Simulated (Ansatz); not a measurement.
Consider the isomerisation: `C=C[SiH2][SiH2]S` → `[SiH3][SiH2]CC=S`.

Program: Ansatz. Geometries: PBE0-D4/def2-TZVP. ΔE: electronic, gas phase. CCSD(T)/CBS adds triple-zeta CCSD(T) − MP2 to the extrapolated MP2 energy (def2 sets, frozen cores). DFT in def2-TZVPP. B3LYP here is the variant with VWN-RPA as its local correlation; programs differ in this. Each species was taken in one conformer, which may not be the lowest.

```tsv
species	B3LYP energy (Eh)
`C=C[SiH2][SiH2]S`	-1058.33217
`[SiH3][SiH2]CC=S`	-1058.30132
```

(1) Work out ΔE.

Largest T1 diagnostic among the species: 0.016.

Results:

(1) ΔE = (-1058.30132) − (-1058.33217) = 0.03085 Eh = +19.4 kcal/mol. CCSD(T)/CBS gives +19.9 kcal/mol.

In def2-TZVPP, CCSD(T) changes the Hartree–Fock value by −3.8 kcal/mol (the triples alone add −1.0 kcal/mol) and MP2 by −4.2 kcal/mol. From PBE to PBE0 (25 % exact exchange), in def2-TZVPP and without D4, ΔE moves by +1.4 kcal/mol.
